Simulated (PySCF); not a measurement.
Compound: C6H11F3.
SMILES: `CC[C@@](C)(F)CC(F)F`

Torsions of this conformer, `[CH3:1][CH2:2][C@@:3]([CH3:4])([F:5])[CH2:6][CH:7]([F:8])[F:9]`: C1–C2–C3–C4 67°, C2–C3–C6–C7 -59°, C3–C6–C7–F8 74°.

The closed-shell ground state was solved at several levels (PySCF, density fitting, gas phase, non-relativistic). One conformer (not necessarily the lowest) at the PBE0-D3(BJ)/def2-SVP geometry, without solvent, vibrations or thermal averaging.

| level | basis functions | HOMO (eV) | LUMO (eV) | gap (eV) | dipole (D) |
| --- | --- | --- | --- | --- | --- |
| wB97X-D/pcSseg-1 | 208 | -11.01 | 3.08 | 14.09 | 2.29 |
| PBE0/pcSseg-1 | 208 | -9.08 | 1.28 | 10.36 | 2.24 |

(1) Estimate the row for CAM-B3LYP/def2-SVPD, a basis of 277 functions; the other rows only guide the guess.

(2) Over all these levels, which gives the widest orbital gap and which the narrowest?

(3) How far do the dipole and the HOMO energy spread over the levels?

Answers

(1) HOMO -10.64 eV, LUMO 1.20 eV, gap 11.84 eV, dipole 2.43 D.

(2) wB97X-D/pcSseg-1 (range-separated hybrid) has the widest, 14.09 eV, and PBE0/pcSseg-1 (global hybrid, 25 % exact exchange) the narrowest, 10.36 eV. The two share the basis. From the narrowest to the widest the HOMO moves by -1.93 eV and the LUMO by +1.80 eV.

(3) The dipole runs from 2.24 to 2.43 D (mean 2.32 D) and the HOMO from -11.01 to -9.08 eV.
